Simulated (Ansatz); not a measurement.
Reaction (isomerisation): `C/C=N/C[SiH3]` → `CC([SiH3])C=N`

Gas-phase electronic energies from Ansatz, PBE0-D4/def2-TZVP geometries. CBS: MP2 limit from def2 TZ/QZ plus the TZ coupled-cluster correction, frozen cores. Functionals use def2-TZVPP. B3LYP here is the variant with VWN-RPA as its local correlation; programs differ in this. Each species was taken in one conformer, which may not be the lowest.

```tsv
level	ΔE (kJ/mol)	difference from CCSD(T)/CBS
B3LYP-D4	-7.5	7.1
ωB97M-V	-12.8	1.8
B2PLYP	-7.6	7.0
r2SCAN	-9.4	5.2
PBE0	-7.9	6.7
SCS-MP2/def2-TZVPP	-13.4	1.2
CCSD(T)/def2-TZVPP	-14.5	0.1
MP2/def2-QZVPP	-15.5	-0.9
SCS-MP2/def2-QZVPP	-13.4	1.2
CCSD/CBS(def2)	-13.8	0.8
CCSD(T)/CBS	-14.6	0
```

Largest T1 diagnostic among the species: 0.012.

In def2-TZVPP, CCSD(T) changes the Hartree–Fock value by −8.3 kJ/mol (the triples alone add −0.7 kJ/mol) and MP2 by −9.4 kJ/mol. The D4 term adds −4.7 kJ/mol with B3LYP and −2.5 kJ/mol with PBE0; it sums over pairs of atoms, weighted by their polarisabilities, and B3LYP, whose exchange is more repulsive, gets the larger term.

CCSD(T)/CBS has its own doubt, a few kJ/mol and more with outer-core shells, so smaller differences from it don't rank the levels.
